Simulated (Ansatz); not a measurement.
## Two isomers of CHB3

Structure a is the triplet with the links of `B1=C2BB12` and structure b is the triplet with the links of `[B+]1B2C=[B-]12`. Both are isolated molecules in the gas phase, relaxed with B3LYP/6-31G*.

a (Å):

```xyz
5

C    -0.4311   -0.5847   -1.1350
B    -1.8306   -0.9147   -1.5031
B     0.3792    0.5217   -1.5121
B    -1.1950    0.4499   -2.1192
H     1.3670    1.1654   -1.5172
```

b (Å):

```xyz
5

C     0.0557    0.0572   -0.9381
B    -1.3265    0.1463   -1.4041
B    -1.3480    0.2703   -3.0470
B     0.1601    0.1622   -2.3920
H     0.6525   -0.0333   -0.0416
```

**Question.** Estimate E(b) − E(a) at the level CCSD(T)/def2-TZVPP.

**Answer.** Too close to call at this level: CCSD(T)/def2-TZVPP gives E(b) − E(a) = +3.18 kJ/mol.

The same difference at several levels:

```tsv
level	geometry	E(b) − E(a) (kJ/mol)	departure from the last row (kJ/mol)	job, with rough time for the two
B3LYP/6-31G*	B3LYP/6-31G*	+10.41	+7.24	optimisation, 33 s
HF/def2-TZVPP	B3LYP/6-31G*	+10.99	+7.81	part of the CCSD(T) run
MP2/def2-TZVPP	B3LYP/6-31G*	+15.78	+12.61	part of the CCSD(T) run
CCSD(T)/def2-TZVPP	B3LYP/6-31G*	+3.18		single point, 85 s
```

As drawn, b has 1 B–B, 1 C–H in place of 1 C–B, 1 B–H.

The largest departure from CCSD(T)/def2-TZVPP is that of MP2/def2-TZVPP, 12.61 kJ/mol. At CCSD(T)/def2-TZVPP a singlet with the links of a lies below this triplet. Levels run at GFN2-xTB geometries aren't shown.

With harmonic frequencies from B3LYP/6-31G* (ideal gas, rigid rotor, one conformer each, 298.15 K, 1 atm): the zero-point term adds +5.05 kJ/mol; ΔH is +7.73 and ΔG +10.08 kJ/mol.

Open shells are spin-unrestricted. The correlated steps freeze 4 core orbitals. Codes used: Ansatz 0.2.0; the last row on 1 thread of Arm Neoverse V2 on a shared host.
